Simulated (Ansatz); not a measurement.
The cluster Ba₂S₂, relaxed as a quintet with UKS r2SCAN-D4/def2-SVP in Ansatz, starting from the r2SCAN-D4/def2-SVP geometry of the neutral singlet. Force threshold 0.02 eV/Å.

In the def2 sets Ba takes a core potential; there is no spin–orbit coupling. At r2SCAN-D4/def2-SVP a singlet of charge 0 lies 5.07 eV below the quintet, each at its own geometry. The structure comes from a short search, and lower isomers may exist.

Start:

```xyz
4

Ba   -1.712    1.014   -0.325
Ba    1.720   -1.004    0.319
S     0.132    0.792    1.779
S    -0.139   -0.803   -1.774
```

(1) Estimate the energy that the relaxation releases and the steps that it takes.

(2) Does the start keep its bonding and symmetry?

(3) Predict the relaxed structure.

Results:

(1) 0.86 eV, in 5 steps; 1.7 min on 4 threads of Arm Neoverse V1 on a shared host. No frequencies were taken in this run, so the end may be a saddle point.

(2) By distances, no bond broke or formed. The bond that changes most is Ba1–S3, from 2.81 to 3.09 Å (atoms count from 1). Point group D2h at the start, D2h at the end, both within 0.05 Å; within 0.015 Å the end is C2v.

(3) 
```xyz
4

Ba   -1.949    1.155   -0.370
Ba    1.958   -1.142    0.363
S     0.139    0.840    1.889
S    -0.148   -0.853   -1.882
```
Bond lengths (bridged metal pairs left out): 4 × Ba–S 3.09 Å.
